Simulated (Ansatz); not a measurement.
A made-up structure of HTeSO (charge -1), closed shell:

```tsv
atom	x (Å)	y (Å)	z (Å)
O1	-0.9327	0.9346	-0.6941
Te2	0.4462	0.7641	1.1094
S3	1.2865	-1.6559	0.7235
H4	-0.8000	-0.0429	-1.1388
```

It is relaxed with PBE-D4/def2-SVPD and then PBE0-D4/def2-TZVPD (Ansatz 0.2.0). Atoms count as bonded within 1.22 times the sum of their covalent radii (H–H: 0.88 Å). The end point is not checked to be a true minimum.

(1) Does its bonding change? (A judgement: the text doesn't fix the answer.)

Answers

(1) By the calculation: No: no bond forms or breaks.

Where it ends: The first stage lowers the energy by 0.62 eV in 21 steps. It ends as HTeSO ([OH][Te][S]), total charge -1:
```xyz
4
angstrom
O -1.0512 0.6005 -0.4484
Te 0.5328 0.6309 0.8240
S 1.1963 -1.5792 0.9222
H -0.6779 0.3478 -1.2978
```

Labels in which every atom is bracketed show which atoms are joined, not bond orders.

For scale, one of the runs: PBE0-D4/def2-TZVPD relaxation, 154 basis functions, launched by `ansatz run in.yaml --threads 2 --pin off --events-out ev --progress --plain --max-ram 4352MiB`. Hardware: 2 CPU threads of an Arm Neoverse V1, shared host. Wall time about 32 s.
